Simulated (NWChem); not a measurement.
# C$_{4}$H$_{5}$F; SMILES C=C/C=C/F

```xyz
10

C     -0.2684     2.4519     0.0000
C      0.3782     1.2771     0.0000
C     -0.2761    -0.0217     0.0000
C      0.4035    -1.1716     0.0000
F     -0.2144    -2.3664     0.0000
H     -1.3546     2.5060     0.0000
H      0.2677     3.3958     0.0000
H      1.4685     1.2719     0.0000
H     -1.3634    -0.0588     0.0000
H      1.4862    -1.2654     0.0000
```
Atoms are numbered in this order, from 1.

Program: NWChem. Pople sets run with spherical d functions. STO-3G and 3-21G are far too small for this property and stand as cheap habits. Coordinates come from a B3LYP/6-31G* (spherical d) optimisation. B3LYP is NWChem's, with the RPA form of VWN correlation. GIAO values for the isolated, static molecule; σ is the absolute isotropic shielding, δ = σ(reference) − σ with the isolated reference molecule computed at the same levels (13C: tetramethylsilane, 19F: trichlorofluoromethane, 1H: tetramethylsilane).

| level | δ C2 (ppm) | δ C3 (ppm) | δ F5 (ppm) | δ H6 (ppm) | δ H7 (ppm) | δ H9 (ppm) | δ H10 (ppm) |
|---|---|---|---|---|---|---|---|
| B3LYP/6-311G** | 137.4 | 121.5 | -137.5 | 5.36 | 5.17 | 6.12 | 7.00 |
| PBE/pcSseg-1 | 136.6 | 120.7 | -128.9 | 5.38 | 5.25 | 6.07 | 7.04 |
| Hartree-Fock/6-31G* | 127.7 | 111.6 | -102.4 | 5.37 | 5.25 | 6.11 | 6.95 |
| LDA (Slater exchange, VWN5)/pcSseg-1 | ? | ? | ? | ? | ? | ? | ? |
| Hartree-Fock/STO-3G | 121.1 | 109.2 | -8.7 | 5.57 | 5.71 | 6.15 | 5.97 |

Task: Complete the blanks.

Result: 
- LDA (Slater exchange, VWN5)/pcSseg-1, δ C2 (ppm): 142.8
- LDA (Slater exchange, VWN5)/pcSseg-1, δ C3 (ppm): 126.7
- LDA (Slater exchange, VWN5)/pcSseg-1, δ F5 (ppm): -134.4
- LDA (Slater exchange, VWN5)/pcSseg-1, δ H6 (ppm): 5.52
- LDA (Slater exchange, VWN5)/pcSseg-1, δ H7 (ppm): 5.39
- LDA (Slater exchange, VWN5)/pcSseg-1, δ H9 (ppm): 6.20
- LDA (Slater exchange, VWN5)/pcSseg-1, δ H10 (ppm): 7.11
